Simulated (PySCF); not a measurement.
Species: C7H11BO.
Atom-mapped SMILES: `[CH:1]#[C:2][B:3]1[CH2:4][CH2:5][CH2:6][C@H:7]1[O:8][CH3:9]` (hydrogens: H10 on C1; H11, H12 on C4; H13, H14 on C5; H15, H16 on C6; H17 on C7; H18, H19, H20 on C9)

Cartesian coordinates in Å at the PBE0-D3(BJ)/def2-SVP level; atoms count from 1:
```xyz
20
C7H11BO angstrom
C      3.0584    2.0712    0.2990
C      2.2182    1.1953    0.1840
B      1.1813    0.0992    0.0322
C      1.4033   -1.4472    0.1829
C      0.0811   -2.0754   -0.2814
C     -0.9943   -1.0409    0.0515
C     -0.3461    0.3061   -0.3169
O     -0.9443    1.4610    0.1819
C     -2.1985    1.7483   -0.3544
H      3.7985    2.8446    0.4022
H      2.3188   -1.8753   -0.2524
H      1.5109   -1.5731    1.2822
H     -0.1242   -3.0585    0.1701
H      0.1118   -2.2344   -1.3737
H     -1.2042   -1.0377    1.1360
H     -1.9471   -1.2363   -0.4655
H     -0.3027    0.3427   -1.4403
H     -2.5313    2.7085    0.0649
H     -2.1619    1.8431   -1.4586
H     -2.9563    0.9810   -0.1049
```

Computed with PySCF at PBE0/pcSseg-1, non-relativistic, on one gas-phase PBE0-D3(BJ)/def2-SVP geometry that isn't relaxed in the solvent. The solvent is an IEF-PCM continuum (van der Waals radii × 1.2). The model holds no explicit solvent molecules, cavitation or dispersion.

Gas phase at PBE0/pcSseg-1: HOMO -7.21 eV, LUMO -1.55 eV, dipole 0.99 D.

Q: What does the continuum do to the energy, the frontier levels and the dipole at PBE0/pcSseg-1 in tetrahydrofuran and dimethylsulfoxide?

A: 
```tsv
solvent	ε	E(solvent) − E(gas) (kcal/mol)	polarisation term (kcal/mol)	distortion of the solute (kcal/mol)	HOMO (eV)	LUMO (eV)	dipole (D)
tetrahydrofuran	7.426	-4.58	-5.13	0.55	-7.27	-1.61	1.37
dimethylsulfoxide	46.83	-5.70	-6.57	0.87	-7.30	-1.63	1.49
```

Polarisation term: ½ Σ q·V over the induced surface charges. Distortion: the rise of the solute's own energy as its density leaves the gas-phase optimum. From tetrahydrofuran to dimethylsulfoxide the lowering changes by a factor 1.24, Onsager's factor (ε − 1)/(2ε + 1) by 1.19 and ε itself by 6.3.

Q: Give the dipole vector in the frame of the coordinates (D, pointing from negative to positive charge), gas and dimethylsulfoxide.

A: Gas (-0.35, -0.61, -0.70), solvent (-0.53, -0.95, -1.02). Its length changes by +51 % and its direction by 2°.

Q: Which Hirshfeld charges (PBE0/pcSseg-1) respond most in dimethylsulfoxide (means over atoms taken as equivalent)?

A: 
```json
{"atoms": "O8", "environment": "ether oxygen", "gas (e)": "-0.141", "solvent (e)": "-0.162", "change": "-0.021"}
{"atoms": "C2", "environment": "alkyne carbon", "gas (e)": "-0.114", "solvent (e)": "-0.134", "change": "-0.020"}
{"atoms": "H10", "environment": "alkyne hydrogen", "gas (e)": "+0.100", "solvent (e)": "+0.114", "change": "+0.014"}
{"atoms": "H17", "environment": "methine hydrogen", "gas (e)": "+0.036", "solvent (e)": "+0.045", "change": "+0.009"}
{"atoms": "C1", "environment": "terminal alkyne carbon", "gas (e)": "-0.078", "solvent (e)": "-0.084", "change": "-0.006"}
{"atoms": "B3", "environment": "three-coordinate boron", "gas (e)": "+0.185", "solvent (e)": "+0.179", "change": "-0.006"}
{"atoms": "H16", "environment": "methylene hydrogen", "gas (e)": "+0.034", "solvent (e)": "+0.039", "change": "+0.005"}
{"atoms": "H18/H19/H20", "environment": "methyl hydrogen", "gas (e)": "+0.038", "solvent (e)": "+0.043", "change": "+0.005"}
{"atoms": "H12", "environment": "methylene hydrogen", "gas (e)": "+0.053", "solvent (e)": "+0.057", "change": "+0.004"}
{"atoms": "H14", "environment": "methylene hydrogen", "gas (e)": "+0.035", "solvent (e)": "+0.039", "change": "+0.004"}
{"atoms": "C7", "environment": "sp3 carbon bound to oxygen", "gas (e)": "-0.020", "solvent (e)": "-0.023", "change": "-0.003"}
{"atoms": "C9", "environment": "methoxy carbon", "gas (e)": "-0.040", "solvent (e)": "-0.042", "change": "-0.002"}
```

Q: Which Mayer bond orders change most in dimethylsulfoxide?

A: 
| bond | length (Å) | gas | solvent | change |
| --- | --- | --- | --- | --- |
| C1–C2 | 1.219 | 2.511 | 2.484 | -0.027 |
| C7–O8 | 1.393 | 0.892 | 0.873 | -0.019 |
| O8–C9 | 1.394 | 0.947 | 0.933 | -0.014 |
| B3–C4 | 1.569 | 0.985 | 0.993 | +0.008 |
| C4–H12 | 1.112 | 0.898 | 0.891 | -0.007 |
| C6–C7 | 1.540 | 1.021 | 1.027 | +0.006 |
| C1–H10 | 1.075 | 1.078 | 1.084 | +0.006 |
| C2–B3 | 1.517 | 1.043 | 1.039 | -0.004 |

Q: How do the nuclear quadrupole coupling constants eQVzz/h respond in dimethylsulfoxide?

A: 
```csv
nucleus,Q (barn),gas (MHz),solvent (MHz),η gas,η solvent
11B at B3,0.04059,5.21,5.23,0.16,0.19
17O at O8,-0.0256,-12.23,-12.01,0.94,0.94
```
